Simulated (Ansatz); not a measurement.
Reaction (formal exchange of groups at a B–Si bond): `[SiH3]B[SiH3]` + `C=O` → `O=CB[SiH3]` + SiH₄

Program: Ansatz. Geometries: PBE0-D4/def2-TZVP. ΔE: electronic, gas phase. CBS: MP2 limit from def2 TZ/QZ plus the TZ coupled-cluster correction, frozen cores. This one scheme is used for every species. Functionals use def2-TZVPP. B3LYP here is the variant with VWN-RPA as its local correlation; programs differ in this. HSE06 is defined as in plane-wave codes. One conformer a species, not always the lowest.

`[SiH3]B[SiH3]`:

Z-matrix (Å, degrees):
```
Si
B 1 2.006
H 1 1.489 2 113.2
H 1 1.495 2 104.9 3 117.2
H 1 1.488 2 114.2 3 -125.0
Si 2 2.006 1 124.9 3 149.9
H 2 1.198 1 117.4 3 -36.8
H 6 1.489 2 113.0 1 -149.1
H 6 1.495 2 105.0 1 93.7
H 6 1.488 2 114.3 1 -24.2
```

`C=O`:

```xyz
4

C     0.003    0.000    0.004
O    -0.775    0.061   -0.901
H    -0.247    0.365    1.020
H     1.020   -0.425   -0.123
```

`O=CB[SiH3]`:

Cartesian coordinates in Å:
```
O -1.868 0.325 -1.032
C -1.087 1.178 -0.638
B 0.189 0.329 -0.699
Si 0.723 -0.866 0.826
H -1.416 2.198 -0.379
H 0.768 0.314 -1.745
H 2.015 -0.343 1.360
H -0.272 -0.868 1.931
H 0.948 -2.266 0.376
```

SiH₄:

```xyz
5

Si    0.000    0.000    0.000
H     1.325    0.068   -0.665
H    -0.827   -1.047   -0.652
H    -0.681    1.314   -0.118
H     0.183   -0.336    1.435
```

Task: Is it downhill or uphill in electronic energy at CCSD(T)/CBS, and by how much? (Best estimate.)

Result: Ansatz gave: Downhill: ΔE = -17.0 kJ/mol.

Task: What do these levels give: BLYP-D4, B3LYP-D4, HSE06-D4, PBE, BHLYP, CCSD(T)/def2-TZVPP? (An estimate is asked.)

Result: Computed: BLYP-D4 -29.4, B3LYP-D4 -21.6, HSE06-D4 -17.4, PBE -28.0, BHLYP -15.1, CCSD(T)/def2-TZVPP -17.4 kJ/mol.

Largest T1 diagnostic among the species: 0.021, so the coupled-cluster value is less sure than usual.

From r2SCAN to r2SCAN0 (25 % exact exchange), in def2-TZVPP and without D4, ΔE moves by +8.7 kJ/mol. In def2-TZVPP, CCSD(T) changes the Hartree–Fock value by −14.7 kJ/mol (the triples alone add −5.5 kJ/mol) and MP2 by −20.2 kJ/mol.
